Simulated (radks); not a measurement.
Values are calculated unless marked as measured or tabulated.
Question: The table gives one normalised radial function P(r) = r R(r) of Sb+ in [Kr] 4d10 5s2 5p2 (r in bohr). Level of theory: scalar-relativistic Kohn-Sham, LDA (Slater exchange, Perdew-Wang correlation), spin-unpolarised, spherical densities, finite nucleus; Fermi nuclear charge, rms radius 4.6802 fm (a radial shooting solver on a logarithmic mesh with Libxc functionals).

r,P
0.004164,0.0132
0.006414,0.0280
0.00996,0.0587
0.01534,0.1164
0.02363,0.2145
0.0364,0.3492
0.05607,0.4562
0.08636,0.3694
0.133,-0.0716
0.2049,-0.6228
0.3156,-0.4852
0.4862,0.5656
0.7488,1.2464
1.163,0.7864
1.791,0.1970
2.759,0.0165
4.249,0.0003
6.546,0.0000

Which n and l does it have? It may be an empty orbital.

Answer: n = 4, l = 1: the number of nodes gives n - l - 1 = 2, the rise at small r (about r^(l+1), flatter next to the nucleus through relativity) gives l, and the extent must fit the shell. The curve is that of 4p. 4p: eigenvalue -110.18 eV, 2 radial nodes at r = 0.126, 0.395 bohr, <r> = 0.852 bohr, 90 % of the charge inside 1.25 bohr.
